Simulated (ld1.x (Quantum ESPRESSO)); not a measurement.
## chromium (Cr): excitation energies, all-electron against TM semilocal

| Quantity | Value |
| --- | --- |
| Element | Cr |
| Generator | ld1.x (Quantum ESPRESSO) 7.5 |
| Type | norm-conserving Troullier–Martins (semilocal form) |
| Functional | PBEsol |
| Relativity | scalar-relativistic |
| Frozen core | [Ne] |
| Valence charge | 14 |
| Reference configuration | 3s2 3p6 3d5 4s1 4p0 |
| Partial waves | 3s (bound): rc 1.40 bohr; 3p (bound): rc 1.20 bohr; 4f channel at -0.15 Ry: rc 1.40 bohr; 3d (bound): rc 1.45 bohr |
| Local potential | the d channel |
| Core correction | none |

Occupied shells without a wave of their own: 4s. They enter only through the test configuration that unscreens the potential.

Energies are relative to the spin-unpolarised reference configuration 3s2 3p6 3d5 4s1 4p0; without spin polarisation the order of configurations can differ from experiment.

| valence configuration | charge | ΔE all-electron (eV) | error AE − PS (meV) |
| --- | --- | --- | --- |
| 3s2 3p6 3d5 4s0 4p0 | +1 | 6.873 | -684 |
| 3s2 3p6 3d4 4s0 4p0 | +2 | 22.887 | -1115 |
| 3s2 3p6 3d3 4s0 4p0 | +3 | 53.592 | -1656 |
| 3s2 3p6 3d5.5 4s0.5 4p0 | 0 | 0.723 | -232 |
| 3s2 3p6 3d5 4s0.5 4p0 | +0.5 | 2.707 | -296 |
| 3s2 3p5 3d5 4s1 4p0 | +1 | 51.416 | -8.6 |
| 3s1 3p6 3d5 4s1 4p0 | +1 | 80.040 | -89 |

ld1.x printed “convergence not achieved” for 3 of the counted tests; their residual had stalled under 1e-8, short of the target of 1e-14. The 4s level has no wave, so the channel is fitted at the deeper level alone: the likely source of the large errors.

The potential misses its own reference levels by up to 0.5 eV.
